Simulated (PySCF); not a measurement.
CH₃F₂MoNS, SMILES C[N]=[Mo]([F])([F])=[S], multiplicity 1. Geometry: PBE-D3(BJ)/def2-SVP. The multiplicity is an assumed one; no other spin state was optimised. The structure was generated by enumeration; whether it is a known compound was not checked. The def2 effective core potentials stand for the cores of Mo; spin–orbit coupling is left out.

The numbers are results of PySCF with PBE-D3(BJ)/def2-SVP, not measurements.

Harmonic wavenumbers (cm⁻¹): 93, 111, 122, 166, 183, 205, 334, 354, 548, 653, 680, 700, 1036, 1049, 1316, 1365, 1378, 1387, 2918, 3010, 3031. Rotational constants (GHz): 1.977, 1.690, 1.409; symmetry number 1.

Task: Work out the zero-point energy and the ideal-gas rigid-rotor harmonic-oscillator thermochemistry at 298.15 K and 1 atm.

Result: ZPE = ½ Σ hcν = ½ × 20639 cm⁻¹ = 123.45 kJ/mol. H − E(el) = 147.29 kJ/mol. Entropy in J/(mol K): translation 174.51, rotation 119.72, vibration 87.75, total 381.98. G − E(el) = 33.40 kJ/mol. Cp = 114.82 J/(mol K). Modes under 150 cm⁻¹ make the vibrational entropy uncertain.
